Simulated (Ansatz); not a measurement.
FOS (SMILES O=[S]F), doublet, geometry from GFN2-xTB; MP2/6-31G* (Ansatz, a program for electronic structure).

Ansatz was given this input:
Ansatz 0.2 input:
```yaml
crystal:
  periodic: [false, false, false]
  atoms:
    - {symbol: O, position_ang: [-1.19502904, -0.51179322, 0.02875724]}
    - {symbol: S, position_ang: [-0.14028508, 0.46479902, 0.00071897]}
    - {symbol: F, position_ang: [1.31164375, -0.37138205, -0.02684017]}
basis:
  gaussian:
    orbitals: 6-31G*
magnetization: {spin_polarized: true, initial_magnetization: 1}
correlation: {method: mp2, electrons: outside_noble_gas}
accuracy: high
```

### Question
Predict the main parts of the log of this Ansatz run.

### Answer

```
Functional definition: HF
899 factors; integrals over basis functions are off by at most 3.2e-9 eV
mean field evaluation 1: about -15554.9375 eV, gradient 2.7e1 eV
mean field evaluation 2: about -15554.9550 eV, gradient 2.7e1 eV
mean field evaluation 4: about -15557.8044 eV, gradient 2.7e0 eV
mean field evaluation 8: about -15557.8973 eV, gradient 3.2e-1 eV
mean field evaluation 16: about -15557.9036 eV, gradient 4.4e-8 eV
mean field -15557.90364073 eV, -571.7424132710 hartree, gradient 4.4e-8 eV, S^2 0.769703; 0 other end points of the search recorded, 0 dependent functions left out
7 core orbitals not correlated
reference -15557.90364073 eV, -571.7424132710 hartree; 10, 9 occupied and 32, 33 virtual orbitals, 899 factors
second order -12.92640965 eV of doubles, -0.00000000 eV of singles
Total energy: -15570.83005038 eV, -572.2174500637 hartree
```
